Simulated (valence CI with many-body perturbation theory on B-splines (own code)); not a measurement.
Results of a calculation; reference values are marked as such.
Nd¹⁰⁺: magnetic and hyperfine properties of the levels

Level of theory: relativistic CI+MBPT: four valence electrons over a frozen Dirac-Fock core [Kr] 4d10, radial functions for each j: 8 s, 8 p, 9 d, 9 f, 6 g, 3 h, 2 i, with the one-electron correlation potential Σ1 (screened to all orders), the two-electron term Σ2, the three-electron term Σ3, Breit, model QED; selected single and double excitations, second order for the rest, scaled by the run's own slope (own B-spline code, finite nucleus).

No measured levels were compared; by estimate terms of the open shell hold to a few per cent of their energy, and close levels can change places; configurations with another count of f electrons can be misplaced by thousands of cm⁻¹. Core correlation moves these levels by up to 55000 cm⁻¹, and in measured spectra 5 to 20 % of such shifts remained as error; rates that hang on mixing are uncertain with them. Among the levels kept, up to 280 cm⁻¹ of a level comes from second order outside the variational space, and about a tenth of that is noise between levels of different J, which matters for small intervals.

A/g_I is the dipole constant over the nuclear g factor μ/I (μ in nuclear magnetons, uniformly magnetised nucleus), B/Q the quadrupole constant per barn. Both hold the static response of the core; the bare values leave it out. Large factors of s and p1/2 electrons are usually good to 5 to 10 %; those of open d and f shells near neutrality can be off by tens of per cent, and small factors of p3/2, d and f electrons come from cancelling terms and can be off by a factor of two or in sign, in half-filled shells by more. B is blank for J = 1/2, where it vanishes, and for nearly pure S terms. Energies count from the lowest level. Levels with J = 0 are left out.

Levels are named by their leading jj configuration (3d3/2^4 stands for four electrons in 3d with j = 3/2), which in mixed levels can hold well under half, so a name can repeat and another be missing. Letters in brackets count levels of one name in rising energy.

| Level | E (cm⁻¹) | g | A/g_I (MHz) | A/g_I bare | B/Q (MHz/b) | B/Q bare |
| --- | --- | --- | --- | --- | --- | --- |
| (4f5/2 5s^2 5p1/2) J=3 | 0.0 | 0.850 | 5070 | 4790 | -443 | -511 |
| (4f5/2^2 5s^2) J=4 | 1760 | 0.806 | 821 | 786 | 1170 | 940 |
| (4f5/2 5s^2 5p1/2) J=2 | 3701 | 0.801 | -2660 | -2390 | -853 | -827 |
| (4f5/2 4f7/2 5s^2) J=5 | 4837 | 1.032 | 587 | 685 | 1250 | 983 |
| (4f7/2 5s^2 5p1/2) J=3 | 5750 | 1.147 | -2390 | -2010 | -1040 | -1050 |
| (4f7/2 5s^2 5p1/2) J=4 | 7334 | 1.110 | 3060 | 3010 | -1490 | -1460 |
| (4f7/2^2 5s^2) J=6 | 7994 | 1.165 | 456 | 633 | 1400 | 1090 |
| (4f5/2^2 5s^2) J=2 | 9402 | 0.685 | 528 | 394 | -292 | -254 |
| (4f5/2 4f7/2 5s^2) J=3 | 11266 | 1.084 | 384 | 520 | -304 | -268 |
| (4f5/2 4f7/2 5s^2) J=4 | 12229 | 1.153 | 1030 | 1190 | -316 | -327 |
| (4f7/2^2 5s^2) J=4 | 15640 | 1.089 | 500 | 606 | -53.4 | -48.9 |
| (4f5/2 4f7/2 5s^2) J=2 | 26000 | 1.032 | 688 | 762 | -641 | -493 |
| (4f5/2 4f7/2 5s^2) J=6 | 32592 | 0.999 | 586 | 652 | 2730 | 2160 |
| (4f5/2 4f7/2 5s^2) J=1 | 33011 | 1.500 | -29.0 | 274 | 479 | 385 |
| (4f7/2^2 5s^2) J=2 | 34945 | 1.459 | 307 | 720 | -882 | -701 |
| (4f5/2 5s^2 5p3/2) J=3 | 39286 | 0.943 | 1770 | 1630 | 347 | 246 |
| (4f7/2 5s^2 5p3/2) J=4 | 43407 | 1.157 | 1510 | 1500 | 3220 | 2810 |
| (4f5/2 5s^2 5p3/2) J=2 | 46192 | 0.960 | 1030 | 949 | -2910 | -2640 |
| (4f7/2 5s^2 5p3/2) J=3 | 48448 | 1.221 | 314 | 458 | -3340 | -3070 |
| (4f7/2 5s^2 5p3/2) J=5 | 48841 | 1.200 | 1500 | 1450 | 9040 | 7980 |
| (4f5/2 5s^2 5p3/2) J=1 | 51447 | 0.497 | -1390 | -1000 | 1090 | 955 |
| (4f5/2 5s^2 5p3/2) J=4 | 54562 | 1.028 | 1760 | 1630 | 6490 | 5710 |
| (4f7/2 5s^2 5p3/2) J=2 | 56649 | 1.073 | 242 | 560 | 3850 | 3390 |
| (5s^2 5p1/2 5p3/2) J=1 | 67045 | 1.500 | -2000 | -2180 | 3980 | 3590 |
| (5s^2 5p1/2 5p3/2) J=2 | 79630 | 1.264 | 7880 | 7150 | 749 | 645 |
| (5s^2 5p3/2^2) J=2 | 118140 | 1.219 | 4560 | 4110 | 5820 | 5280 |
| (4f5/2^2 5s 5p1/2) J=4 | 141400 | 0.702 | -3690 | -3410 | 621 | 434 |
| (4f5/2 4f7/2 5s 5p1/2) J=5 [a] | 144970 | 1.000 | 2350 | 2290 | -1390 | -1390 |
| (4f5/2^2 5s 5p1/2) J=2 [a] | 148190 | 0.446 | -8370 | -7870 | 917 | 866 |
| (4f7/2^2 5s 5p1/2) J=6 [a] | 149010 | 1.173 | 4520 | 4380 | -2120 | -2080 |
| (4f5/2^2 5s 5p1/2) J=3 [a] | 149120 | 0.651 | -9190 | -8520 | -1930 | -1830 |
| (4f5/2 4f7/2 5s 5p1/2) J=3 [a] | 151120 | 0.958 | -1180 | -968 | -980 | -867 |
| (4f5/2 4f7/2 5s 5p1/2) J=4 [a] | 151170 | 0.939 | -2690 | -2360 | 1160 | 934 |
| (4f5/2^2 5s 5p1/2) J=5 | 152780 | 1.086 | 6930 | 6580 | 461 | 300 |
| (4f5/2 4f7/2 5s 5p1/2) J=4 [b] | 152910 | 1.218 | 4370 | 4300 | -307 | -260 |
| (4f5/2 5s 5p1/2^2) J=2 | 153690 | 0.551 | -10600 | -9740 | -1330 | -1290 |

Problem. Take the isotope of mass number 143, with I = 7/2, μ = -1.065 μN and Q = -0.61 b. What is the hyperfine structure of (4f5/2 5s^2 5p1/2) J=2?

Solution. From the table A = 810 MHz, B = 520 MHz. Shifts from the centre of gravity in MHz: F = 3/2: -7010, F = 5/2: -5220, F = 7/2: -2580, F = 9/2: 1040, F = 11/2: 5800.
